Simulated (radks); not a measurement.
Mn, configuration [Ar] 3d5 4s2. All-electron calculation, Dirac Kohn-Sham, PBE, spin-unpolarised, spherical densities, point nucleus; open shells fill j = l - 1/2 first. Program: a radial shooting solver on a logarithmic mesh with Libxc functionals. Some entries of the table are withheld. Estimate them.

orbital,occ.,eigenvalue (hartree),<1/r> (bohr^-1),r(max) (bohr)
1s1/2,2,(1),24.93,(2)
2s1/2,2,-27.32860,(3),0.2325
2p1/2,2,-23.40459,5.266,0.1867
2p3/2,4,-23.02130,5.179,0.1891
3s1/2,2,-3.15369,1.664,(4)
3p1/2,2,-2.03552,(5),(6)
3p3/2,4,-1.98886,(7),(8)
3d3/2,4,-0.25024,1.129,0.7609
3d5/2,1,-0.24591,1.123,0.7634
4s1/2,2,-0.18754,0.4208,2.514

Answer. 
(1) 1s1/2 eigenvalue (hartree): -236.2297
(2) 1s1/2 r(max) (bohr): 0.03987
(3) 2s1/2 <1/r> (bohr^-1): 5.323
(4) 3s1/2 r(max) (bohr): 0.7361
(5) 3p1/2 <1/r> (bohr^-1): 1.536
(6) 3p1/2 r(max) (bohr): 0.7474
(7) 3p3/2 <1/r> (bohr^-1): 1.516
(8) 3p3/2 r(max) (bohr): 0.7544
